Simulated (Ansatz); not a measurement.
Two shapes of triplet SF6.

Shape 1:

```xyz
7

S     0.0065    0.0125    0.0081
F     0.1047    1.5571    0.0204
F    -0.0915   -1.5322   -0.0037
F     1.4120   -0.0717   -0.6347
F    -1.3989    0.0966    0.6514
F    -0.6348    0.0645   -1.3999
F     0.6473   -0.0392    1.4163
```

Shape 2:

```xyz
7

S     0.0000    0.0000    0.0000
F     1.3281   -0.1531   -0.8433
F    -1.3281    0.1531    0.8433
F     0.6323    1.2249    0.7735
F    -0.6323   -1.2249   -0.7735
F     0.5786   -0.9872    1.0904
F    -0.5786    0.9872   -1.0904
```

Basis set: def2-SVP (spherical functions). Frozen core: 11 orbitals. Charge 0, multiplicity 3.

Computed with Ansatz (development build ahead of 0.2.0); each method stands on the lowest determinant of its kind that the runs found.

Task: Which shape is lower in energy, and by how much in each method?

Result:

| method | E(2) − E(1) (eV) |
| --- | --- |
| UHF | -1.236 |
| UHF-MP2 | -1.428 |

Shape 2 is lower. Caution: another spin multiplicity may lie lower; the determinant breaks the point group. Caution for UHF-MP2: MP2 forces lie far from those of the mean fields.
